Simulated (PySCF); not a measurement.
C4H5ClSi, SMILES C#C[Si@@H](C=C)Cl.

The structure is a stationary point at B3LYP-D3(BJ)/def2-SVP. The structure was generated by enumeration; whether it is a known compound was not checked. The values are those of a single conformer.

Calculation: B3LYP-D3(BJ)/def2-SVP in PySCF.

Frequencies are harmonic and unscaled.

| mode | ν (cm⁻¹) | IR (km/mol) | moving atoms (share of kinetic energy) |
|---|---|---|---|
| 1 | 79 | 0.1 | C 50 %, H 30 %, Cl 14 % |
| 2 | 107 | 0.5 | C 65 %, H 18 %, Cl 12 % |
| 3 | 133 | 1.6 | C 46 %, Cl 20 %, Si 18 %, H 16 % |
| 4 | 181 | 1.3 | C 36 %, H 32 %, Cl 18 %, Si 15 % |
| 5 | 268 | 5.2 | C 74 %, H 22 % |
| 6 | 336 | 12.2 | C 73 %, Cl 13 %, H 10 % |
| 7 | 419 | 13.6 | C 51 %, H 22 %, Si 20 % |
| 8 | 500 | 33.6 | C 37 %, H 27 %, Cl 21 %, Si 15 % |
| 9 | 559 | 75.3 | H 35 %, Si 30 %, C 23 %, Cl 12 % |
| 10 | 634 | 80.9 | Si 45 %, C 41 %, H 8 % |
| 11 | 700 | 17.3 | C 39 %, H 34 %, Si 27 % |
| 12 | 746 | 29.0 | H 75 %, C 24 % |
| 13 | 752 | 24.4 | H 75 %, C 25 % |
| 14 | 820 | 192.9 | H 75 %, Si 18 % |
| 15 | 833 | 200.0 | H 87 %, Si 9 % |
| 16 | 1002 | 24.8 | H 73 %, C 27 % |
| 17 | 1014 | 17.0 | H 83 %, C 15 % |
| 18 | 1032 | 12.7 | H 92 % |
| 19 | 1276 | 1.8 | H 72 %, C 28 % |
| 20 | 1421 | 18.1 | H 83 %, C 17 % |
| 21 | 1668 | 10.9 | C 85 %, H 15 % |
| 22 | 2153 | 50.5 | C 90 %, H 10 % |
| 23 | 2254 | 106.2 | H 97 % |
| 24 | 3118 | 9.9 | H 95 % |
| 25 | 3136 | 2.9 | H 92 %, C 8 % |
| 26 | 3213 | 4.9 | H 89 %, C 11 % |
| 27 | 3455 | 50.3 | H 86 %, C 14 % |
